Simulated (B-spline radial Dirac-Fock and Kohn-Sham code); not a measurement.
**L3 edges in EELS at 200 kV and 100 mrad, Te to Pt**

Method: the first Born approximation with generalised oscillator strengths from a Dirac-Hartree-Slater potential (longitudinal and transverse terms; continuum final states only, so no white lines or fine structure). Computed with a B-spline atomic structure program. Partial cross sections in barn for windows above the edge. Edges are tabulated values, any marked * orbital energies of the model.

```csv
Z,element,edge (eV),Δ = 50 eV,Δ = 100 eV,Δ = 200 eV
52,Te,4341.0,23.2,46.4,90.5
59,Pr,5964.0,10.7,21.2,41.4
60,Nd,6208.0,9.67,19.1,37.4
61,Pm,6459.0,8.76,17.3,33.8
62,Sm,6716.0,7.95,15.7,30.6
64,Gd,7243.0,6.45,12.8,25.1
65,Tb,7514.0,6.01,11.8,23.0
68,Er,8358.0,4.61,8.98,17.5
70,Yb,8944.0,3.90,7.54,14.6
71,Lu,9244.0,3.45,6.78,13.3
73,Ta,9881.0,2.79,5.57,11.0
74,W,10207.0,2.52,5.06,10.0
76,Os,10871.0,2.06,4.19,8.36
77,Ir,11215.0,1.86,3.82,7.64
78,Pt,11564.0,1.70,3.50,7.02
```
